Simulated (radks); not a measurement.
The nuclear charge of the cadmium ion Cd+ is varied continuously with 47 electrons held in [Kr] 4d10 5s1. All-electron calculation, Dirac Kohn-Sham, PBEsol, spin-unpolarised, spherical densities, finite nucleus; Fermi nuclear charge, rms radius 4.6087 fm. Program: a radial shooting solver on a logarithmic mesh with Libxc functionals. By the Hellmann-Feynman theorem dE/dZ = E(electron-nucleus)/Z, the electronic potential at the nucleus (averaged over a nucleus of fixed radius).

Z     E (hartree)  E(electron-nucleus)/Z (hartree)   HOMO  e(HOMO) (eV)  <r> HOMO (bohr)
47.5  -5452.75865                         -278.367  5s1/2        -8.478            2.844
47.6  -5480.63619                         -279.183  5s1/2        -9.356            2.797
47.7  -5508.59532                         -279.999  5s1/2       -10.256            2.753
47.8  -5536.63603                         -280.815  5s1/2       -11.177            2.711
47.9  -5564.75833                         -281.631  5s1/2       -12.117            2.671
48    -5592.96220                         -282.447  5s1/2       -13.077            2.633
48.1  -5621.24765                         -283.262  5s1/2       -14.056            2.597
48.2  -5649.61468                         -284.078  5s1/2       -15.053            2.562
48.3  -5678.06329                         -284.894  5s1/2       -16.070            2.529
48.4  -5706.59349                         -285.710  5s1/2       -17.104            2.497
48.5  -5735.20529                         -286.526  5s1/2       -18.157            2.467
48.6  -5763.89870                         -287.342  5s1/2       -19.227            2.437
48.7  -5792.67372                         -288.158  5s1/2       -20.314            2.409
48.8  -5821.53037                         -288.975  5s1/2       -21.419            2.382
48.9  -5850.46867                         -289.791  5s1/2       -22.541            2.355
49    -5879.48863                         -290.608  5s1/2       -23.679            2.330

The central difference of E at Z = 48 is -282.447 hartree, to compare with the third column; the second derivative is -8.16 hartree.
